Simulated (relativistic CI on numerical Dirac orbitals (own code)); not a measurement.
Spin-allowed bands of a d2 ion in an octahedral site, by hand

Problem. Take Δ = 17940 cm⁻¹ and B = 780 cm⁻¹ for a d2 ion in an octahedral site. Calculate the three spin-allowed bands.

Working.
1. The terms of highest spin are 3F (energy 0) and 3P (15B = 11700 cm⁻¹). Here the F term splits into A2 at +1.2Δ = 21528, T2 at +0.2Δ = 3588 and T1 at −0.6Δ = -10764 cm⁻¹.
2. The two T1 states mix through the element 0.4Δ: H = [[-10764, 7176], [7176, 11700]], with roots ½(H₁₁ + H₂₂) ∓ ½√[(H₂₂ − H₁₁)² + 4H₁₂²] = ½(936) ∓ ½(26657) = -12861 and 13797 cm⁻¹.
3. The ground term is 3T1 at -12861 cm⁻¹.
4. Bands: 3T2 16449 cm⁻¹ (608 nm), 3T1(P) 26657 cm⁻¹ (375 nm), 3A2 34389 cm⁻¹ (291 nm).

Check. Exact diagonalisation of the whole d2 shell with these parameters gives 3T2 16449, 3T1 26657, 3A2 34389 cm⁻¹. The match is exact, since without spin-orbit coupling no other term has this spin. The ratio of the second band to the first, 1.621, depends on Δ/B = 23.0 alone, which is how a Tanabe-Sugano diagram is read.
